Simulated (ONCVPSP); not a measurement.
**Pseudopotential generation for Se: ONCV, PBE, scalar-relativistic.**

Se (Z = 34), optimised norm-conserving Vanderbilt (ONCV), made with ONCVPSP 4.0.1 (PBE, scalar-relativistic). Core [Ne], reference 3s2 3p6 3d10 4s2 4p1 (charge +3). Waves: 3s+4s: rc 1.00 bohr, ncon 4, nbas 9, qcut 9.4 1/bohr, 2 projectors; 3p+4p: rc 1.20 bohr, ncon 3, nbas 6, qcut 10.1 1/bohr, 3 projectors, debl 3 Ha; 3d: rc 0.85 bohr, ncon 4, nbas 9, qcut 20.4 1/bohr, 3 projectors, debl 1.1 Ha. Local part: polynomial inside 0.60 bohr (lpopt 5, dvloc0 3 Ha). Core correction: polynomial model core, fcfact 0.55.

In the d channel the program set the typed energies aside and used -3.287, 0.250, 1.350 Ha.

All-electron outer shells of the reference configuration (PBE, scalar-relativistic, ld1.x):

```json
{"shell": "2s", "level (eV)": "-1643.95", "outermost node (bohr)": "0.06", "outermost maximum (bohr)": "0.17"}
{"shell": "2p", "level (eV)": "-1450.43", "outermost node (bohr)": "–", "outermost maximum (bohr)": "0.13"}
{"shell": "3s", "level (eV)": "-249.95", "outermost node (bohr)": "0.24", "outermost maximum (bohr)": "0.50"}
{"shell": "3p", "level (eV)": "-189.41", "outermost node (bohr)": "0.21", "outermost maximum (bohr)": "0.50"}
{"shell": "3d", "level (eV)": "-89.44", "outermost node (bohr)": "–", "outermost maximum (bohr)": "0.45"}
{"shell": "4s", "level (eV)": "-49.32", "outermost node (bohr)": "0.70", "outermost maximum (bohr)": "1.45"}
{"shell": "4p", "level (eV)": "-36.41", "outermost node (bohr)": "0.73", "outermost maximum (bohr)": "1.65"}
```

Q: Does the generator finish with these settings?

A: Yes, a potential is produced and its reference levels are reproduced.

Q: Estimate the cutoffs (Ha) at which the residual kinetic energy of the hardest occupied pseudo-wave falls to 1 and 0.1 mHa per electron.

A: 156 Ha and 175 Ha.

Q: Does the potential have ghost states?

A: No bound ghost flagged; no localised positive-energy state flagged.

Q: Which valence shell sets the plane-wave cutoff?

A: 3d: 156 Ha for 1 mHa per electron, against 44 Ha for 3p.

Q: Tests: 3s2 3p6 3d10 4s2 4p4; 3s2 3p6 3d10 4s2 4p3; 3s2 3p6 3d10 4s2 4p2; 3s2 3p6 3d10 4s2 4p0. Which has the largest error in its energy relative to the reference configuration, and how large is it?

A: 3s2 3p6 3d10 4s2 4p4, with +9.6 meV (all-electron minus pseudo) on -62.06 eV.
